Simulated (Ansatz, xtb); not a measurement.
## CHAlO2: where a starting geometry ends

The starting geometry of this gas-phase triplet was built from a drawn formula by distance geometry and a force field; its bonds are those of `O=C[O][Al]`.

```tsv
atom	x (Å)	y (Å)	z (Å)
C	-0.2099	0.0610	0.2927
Al	1.6729	2.0178	1.2358
O	-0.4916	-0.2385	1.4767
O	0.7103	1.0682	-0.0301
H	-0.7409	-0.4801	-0.5124
```

Predict what becomes of its bonds when it is optimised with r2SCAN-D4/def2-SVP.

New bonds form, giving a structure given below by its coordinates. Contacts that close: C1–Al2 (2.87 → 2.23 Å), Al2–O3 (3.14 → 1.88 Å).

The energy falls by 1.35 eV over 11 steps:

```
step  E − E(last) (eV)
   1             1.351
   2             1.029
   3             0.802
   4             0.653
   5             0.265
   7             0.083
   8             0.001
   9             0.000
  10             0.000
  11             0.000
```

Final geometry (Å):

```xyz
5

C    -0.1066    0.1823    0.2146
Al    1.1938    1.5208    1.4409
O    -0.1087    0.1640    1.5079
O     0.7085    1.0374   -0.3121
H    -0.7461   -0.4761   -0.3886
```

From the same start GFN2-xTB reaches the same bonding as this run.

The end wasn't checked by frequencies. Open shells are spin-unrestricted. The triplet needn't be the ground state. Run with Ansatz 0.2.0, 33 s on 1 thread of AMD EPYC 9R45 96-Core Processor (Zen 5), with other jobs on the host.
